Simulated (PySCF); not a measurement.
**Basis and Hamiltonian dependence of the excitation energy of Fe⁺**

Fe⁺ [Ar] 3d6 4s1 (6D) → Fe⁺ [Ar] 3d5 4s2 (6S). All values are computed (PySCF 2.14, energy differences of UHF-based or UKS calculations, no spin-orbit coupling). Values in eV.

```tsv
basis	Hamiltonian	functions	UHF	r2SCAN	PBE0	MP2 (valence)	CCSD(T) (valence)
aug-cc-pVDZ	non-relativistic	59	2.615	4.129	3.945	3.083	2.842
x2c-TZVPPall	spin-free X2C	64	2.141	3.738	3.562	2.772	2.514
x2c-TZVPPall with one added diffuse shell each of s, p, d, f type	spin-free X2C	80	2.138	3.731	3.556	2.751	2.521
aug-cc-pVTZ-DK	spin-free X2C	93	2.089	3.696	3.501	2.698	2.468
def2-QZVPPD	non-relativistic	100	2.507	4.106	3.925	3.139	2.904
x2c-QZVPPall	spin-free X2C	103	2.098	3.707	3.519	2.738	n/a
aug-cc-pVTZ with one added diffuse shell each of s, p, d, f, g type	non-relativistic	118	2.493	4.094	3.904	3.090	n/a
x2c-QZVPPall with one added diffuse shell each of s, p, d, f, g type	spin-free X2C	128	2.098	3.707	3.518	2.727	n/a
```

Frozen in the all-electron rows: valence: [Ar].

Non-relativistic rows lack the scalar-relativistic shift.

Reference for a calculation without spin-orbit coupling: 2.839 eV (measured, between term centres; NIST).
